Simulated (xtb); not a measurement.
CH7Si2, charge +2, doublet, at a GFN2-xTB geometry of the parent state (a state made from the parent by changing its charge; the spin is typed, not shown lowest); GFN1-xTB in xtb 6.7.1.

Input for xtb:
```
$ xtb mol.xyz --gfn 1 --chrg 2 --uhf 1 --json

# file mol.xyz
10

Si     1.59988694     0.34736675     0.04848937
C      0.09882935    -0.73051698    -0.37843236
Si    -1.55306880     0.00925851     0.19494587
H      2.87402570    -0.30575813    -0.24574037
H      1.52258239     1.68412327    -0.53094802
H      0.06994554    -0.88620874    -1.45955576
H      0.22570188    -1.71786266     0.06658803
H     -2.66919782    -0.85524983    -0.20323662
H     -1.73717387     1.32711411    -0.41750382
H     -1.53431394     0.14419024     1.65289750
```

What the program printed (banner, timings and long lists left out):

```
   ID    Z sym.   atoms
    1   14 Si     1, 3
    2    6 C      2
    3    1 H      4-10

           -------------------------------------------------
          |                Calculation Setup                |
           -------------------------------------------------

           -------------------------------------------------
          |                 G F N 1 - x T B                 |
           -------------------------------------------------

          ...................................................
          :                      SETUP                      :
          :.................................................:
          :  # basis functions                  38          :
          :  # atomic orbitals                  36          :
          :  # shells                           22          :
          :  # electrons                        17          :
          :  # halogen bonds                     0          :
          :  max. iterations                   250          :
          :  Hamiltonian                  GFN1-xTB          :
          :  restarted?                      false          :
          :  GBSA solvation                  false          :
          :  PC potential                    false          :
          :  electronic temp.          300.0000000     K    :
          :  accuracy                    1.0000000          :
          :  -> integral cutoff          0.2500000E+02      :
          :  -> integral neglect         0.1000000E-07      :
          :  -> SCF convergence          0.1000000E-05 Eh   :
          :  -> wf. convergence          0.2000000E-04 e    :
          :  Broyden damping             0.4000000          :
          :  net charge                          2          :
          :  unpaired electrons                  1          :
          ...................................................

 iter      E             dE          RMSdq      gap      omega  full diag
   1     -8.3321671 -0.833217E+01  0.694E+00    4.36       0.0  T
   2     -8.4052324 -0.730653E-01  0.438E+00    2.21       1.0  T
   3     -8.3055372  0.996952E-01  0.256E+00    3.87       1.0  T
   4     -8.4313971 -0.125860E+00  0.158E+00    2.79       1.0  T
   5     -8.4587943 -0.273972E-01  0.801E-01    3.11       1.0  T
   6     -8.4644066 -0.561226E-02  0.398E-01    3.25       1.0  T
   7     -8.4653100 -0.903458E-03  0.220E-01    3.22       1.0  T
   8     -8.4619101  0.339997E-02  0.511E-01    3.21       1.0  T
   9     -8.4644610 -0.255092E-02  0.289E-01    3.26       1.0  T
  10     -8.4657547 -0.129372E-02  0.116E-01    3.25       1.0  T
  11     -8.4648392  0.915550E-03  0.259E-01    3.25       1.0  T
  12     -8.4659526 -0.111339E-02  0.214E-02    3.25       1.5  T
  13     -8.4659563 -0.371154E-05  0.168E-02    3.25       1.9  T
  14     -8.4659603 -0.401558E-05  0.568E-03    3.25       5.6  T
  15     -8.4659606 -0.297560E-06  0.289E-03    3.25      10.9  T
  16     -8.4659607 -0.133625E-06  0.480E-04    3.25      65.9  T
  17     -8.4659607 -0.301559E-08  0.753E-05    3.25     419.8  T
  18     -8.4659607 -0.429843E-10  0.407E-05    3.25     777.9  T

   *** convergence criteria satisfied after 18 iterations ***

         :::::::::::::::::::::::::::::::::::::::::::::::::::::
         ::                     SUMMARY                     ::
         :::::::::::::::::::::::::::::::::::::::::::::::::::::
         :: total energy              -8.369172783890 Eh    ::
         :: gradient norm              0.038826206762 Eh/a0 ::
         :: HOMO-LUMO gap              3.248409584702 eV    ::
         ::.................................................::
         :: SCC energy                -8.465960713266 Eh    ::
         :: -> electrostatic           0.345815572717 Eh    ::
         :: repulsion energy           0.100066341321 Eh    ::
         :: dispersion energy         -0.003278411945 Eh    ::
         :: halogen bond corr.         0.000000000000 Eh    ::
[...]

         #    Occupation            Energy/Eh            Energy/eV
      -------------------------------------------------------------
         1        2.0000           -1.0533771             -28.6639
         2        2.0000           -1.0191232             -27.7318
         3        2.0000           -0.9680087             -26.3409
         4        2.0000           -0.9037184             -24.5914
         5        2.0000           -0.8549776             -23.2651
         6        2.0000           -0.8420628             -22.9137
         7        1.7895           -0.8199482             -22.3119
         8        1.7763           -0.8198741             -22.3099
         9        1.4342           -0.8184405             -22.2709 (HOMO)
        10                         -0.6990636             -19.0225 (LUMO)
        11                         -0.6048163             -16.4579
        12                         -0.6033389             -16.4177
        13                         -0.5881230             -16.0036
        14                         -0.5692841             -15.4910
        15                         -0.5570380             -15.1578
        16                         -0.5277881             -14.3618
        17                         -0.5160223             -14.0417
        18                         -0.5011781             -13.6377
        19                         -0.4541687             -12.3586
        20                         -0.4378323             -11.9140
       ...                                ...                  ...
        36                          1.2420258              33.7972
      -------------------------------------------------------------
                  HL-Gap            0.1193769 Eh            3.2484 eV
             Fermi-level           -0.7887221 Eh          -21.4622 eV

  Mulliken/CM5 charges         n(s)   n(p)   n(d)
     1Si    0.73643  0.51884   1.525  1.188  0.551
     2C    -0.14584 -0.17717   1.089  3.057  0.000
     3Si    0.56720  0.26911   1.399  1.417  0.616
     4H     0.12909  0.21406   0.871  0.000  0.000
     5H     0.09756  0.18351   0.902  0.000  0.000
     6H     0.17117  0.23217   0.829  0.000  0.000
     7H     0.16894  0.23018   0.831  0.000  0.000
     8H     0.13860  0.22256   0.861  0.000  0.000
     9H     0.06309  0.14799   0.937  0.000  0.000
    10H     0.07376  0.15876   0.926  0.000  0.000

Wiberg/Mayer (AO) data.
largest (>0.10) Wiberg bond orders for each atom

 ---------------------------------------------------------------------------
     #   Z sym  total        # sym  WBO       # sym  WBO       # sym  WBO
 ---------------------------------------------------------------------------
     1  14 Si   3.029 --     2 C    1.020     5 H    0.848     4 H    0.822
                             3 Si   0.157
     2   6 C    3.708 --     1 Si   1.020     3 Si   0.852     7 H    0.837
                             6 H    0.832
     3  14 Si   3.344 --     2 C    0.852     9 H    0.767    10 H    0.757
                             8 H    0.689     1 Si   0.157
     4   1 H    0.945 --     1 Si   0.822
     5   1 H    0.975 --     1 Si   0.848
     6   1 H    0.961 --     2 C    0.832
     7   1 H    0.963 --     2 C    0.837
     8   1 H    0.768 --     3 Si   0.689
     9   1 H    0.830 --     3 Si   0.767
    10   1 H    0.824 --     3 Si   0.757
 ---------------------------------------------------------------------------

Topologies differ in total number of bonds
Writing topology from bond orders to xtbtopo.mol

 dipole moment from electron density (au)
     X       Y       Z
   0.6705  -0.0506   0.5418  total (Debye):    2.195

           -------------------------------------------------
          | TOTAL ENERGY               -8.369172783890 Eh   |
          | GRADIENT NORM               0.038826206762 Eh/α |
          | HOMO-LUMO GAP               3.248409584702 eV   |
           -------------------------------------------------

normal termination of xtb
```
